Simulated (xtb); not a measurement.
C$_{4}$NiO$_{4}$, singlet, geometry from GFN2-xTB (such geometries of metal compounds can be far from the true shape). Base run: GFN2-xTB (xtb).

Input for xtb:
```
$ xtb mol.xyz --gfn 2 --json

# file mol.xyz
9

Ni    -0.00003582    -0.00773716     0.01960940
O      1.93923716     1.49032821    -1.61885180
C      1.19284818     0.91499975    -0.99111156
O      1.44317332    -1.42618256     2.16326098
C      0.88547197    -0.88079153     1.34248493
O     -1.42199832    -1.96263108    -1.66803699
C     -0.87547925    -1.21207300    -1.01987292
O     -1.94751852     1.86910439     1.19287458
C     -1.19927282     1.14744715     0.74402434
```

The base run was repeated with changes; each row names its change, and settings that it needs were set with it.

| change | ΔE vs base (kJ/mol) | HOMO-LUMO gap (eV) | G_solv (kcal/mol) | SCF cycles |
|---|---|---|---|---|
| base | 0.00 | 3.58 | - | 12 |
| alpb = acetone | -40.7 | 3.59 | -9.72 | 10 |
| etemp = 5000 | -12.67 | 3.66 | - | 12 |
| alpb = chcl3 | -31.9 | 3.68 | -8.20 | 14 |
| etemp = 10000 | -187.8 | 4.12 | - | 12 |
| alpb = dmf | -43.3 | 3.59 | -10.36 | 10 |
| acc = 0.1 | 0.00 | 3.58 | - | 13 |
| gbsa = thf | -11.17 | 3.60 | -2.70 | 12 |
| acc = 1000 | 0.00 | 3.58 | - | 8 |
| etemp = 1000 | 0.00 | 3.58 | - | 12 |

ALPB and GBSA are two models with their own fitted parameters for each solvent, which aren't always the measured dielectric constant.
